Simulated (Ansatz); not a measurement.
Basis-set extrapolation for CH₄ClFOSSi (`O[Si](F)(Cl)CS`) (PBE0-D4/def2-TZVP geometry, frozen core, the Gaussian-basis code of Ansatz). Multiplicity 1, RHF reference.

```csv
,def2-TZVPP,def2-QZVPP
HF,-1360.792351,-1360.836061
MP2 correlation,-1.140237,-1.241203
CCSD(T) correlation,-1.233320,not run
```

Energies in hartree. Use E(X) = E(∞) + A·exp(−7.88·√X) for Hartree–Fock and E(X) = E(∞) + B·X^(−2.97) for correlation, with X = 3 and 4, and add CCSD(T) minus MP2 of the smaller set to the MP2 limit.

Problem. What is the CCSD(T) energy at the basis-set limit?

Solution. HF limit: -1360.836061 + (-0.043710) × 0.13774 = -1360.84208. MP2 limit: -1.241203 + (-0.100966) × 0.74074 = -1.31599. Higher-order term: -1.233320 − (-1.140237) = -0.09308. Total: -1362.25115 hartree, 592.0 kJ/mol below CCSD(T)/def2-TZVPP.
